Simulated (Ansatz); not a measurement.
Reaction (formal exchange of groups at a B–O bond): `OBOCO` + `C[SiH]1SS1` → `OB[SiH]1SS1` + `COCO`

Isolated molecules relaxed with PBE0-D4/def2-TZVP in Ansatz; ΔE leaves out vibrations. CCSD(T)/CBS is the MP2 limit (def2-TZVPP, def2-QZVPP) plus CCSD(T) − MP2 in def2-TZVPP, frozen cores. This one scheme is used for every species. Functionals use def2-TZVPP. Each species was taken in one conformer, which may not be the lowest.

```csv
level,ΔE (eV),difference from CCSD(T)/CBS
PBE-D4,2.26,-0.17
ωB97X-V,2.38,-0.05
B2PLYP,2.44,0.01
MP2/def2-TZVPP,2.52,0.09
SCS-MP2/def2-TZVPP,2.46,0.03
CCSD(T)/def2-TZVPP,2.42,-0.01
MP2/def2-QZVPP,2.54,0.11
SCS-MP2/def2-QZVPP,2.48,0.05
MP2/CBS(def2),2.54,0.11
CCSD/CBS(def2),2.45,0.02
CCSD(T)/CBS,2.43,0
```

Largest T1 diagnostic among the species: 0.015.

From PBE to PBE0 (25 % exact exchange), in def2-TZVPP and without D4, ΔE moves by +0.10 eV.
